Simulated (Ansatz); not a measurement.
The same ligand exchange along the group B, Al, In.

Isolated molecules relaxed with PBE0-D4/def2-TZVP in Ansatz; ΔE leaves out vibrations. CBS: MP2 limit from def2 TZ/QZ plus the TZ coupled-cluster correction, frozen cores. This one scheme is used for every species. Functionals use def2-TZVPP. Elements past krypton have def2 core potentials. For Br, In outer-core shells are correlated without core-valence functions, which leaves a few kJ/mol of doubt a bond. Scalar relativity is left out up to krypton. One conformer a species, not always the lowest.

| reaction | ωB97X-V (kJ/mol) | LDA (SPW92) (kJ/mol) | RPA@PBE/def2-TZVPP (kJ/mol) | r2SCAN-D4 (kJ/mol) |
| --- | --- | --- | --- | --- |
| `NB(F)Br` + HBr → `NB(Br)Br` + H–F | 64 | 62 | 59 | 64 |
| `[NH2][Al]([F])[Br]` + HBr → `[NH2][Al]([Br])[Br]` + H–F | 22 | 20 | 25 | 22 |
| `[NH2][In]([F])[Br]` + HBr → `[NH2][In]([Br])[Br]` + H–F | -72 | -75 | -72 | -73 |

(1) Give the CCSD(T)/CBS values in the same order. (Estimate.)

Largest T1 diagnostic: 0.013, for `[NH2][In]([F])[Br]`.

## Answers

(1) Computed: 51, 17, -82 kJ/mol.
